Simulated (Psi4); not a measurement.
H4AlClN2 (SMILES [NH2][Al]([NH2])[Cl]), singlet, geometry from GFN2-xTB (such geometries of metal compounds can be far from the true shape).

Psi4 was given this input:
```
memory 2 GB

molecule mol {
0 1
  Al    0.268407    0.233130    0.082318
  Cl   -1.223141   -1.062386   -0.375125
  N     0.351054    1.803406   -0.744858
  H    -0.293547    2.134609   -1.449508
  H     1.054527    2.507788   -0.582227
  N     1.476398   -0.216133    1.305320
  H     2.249988    0.362420    1.595689
  H     1.500990   -1.085859    1.819819
}

set basis cc-pvdz
set reference rhf
set freeze_core true

energy('mp4')
print_variables()
```

Question: Predict the MP2 correlation energy from MP4/cc-pVDZ in Psi4.

Answer: -0.5387 Eh

Question: Give the number of basis functions at the level MP4/cc-pVDZ.

Answer: 84

Question: Give the total energy at the level MP4/cc-pVDZ.

Answer: -813.3896 Eh

Question: Estimate the nuclear repulsion energy that MP4/cc-pVDZ returns for this input.

Answer: 198.8150 Eh

Question: Roughly what does it cost on one core?

Answer: very roughly 14 core-seconds.
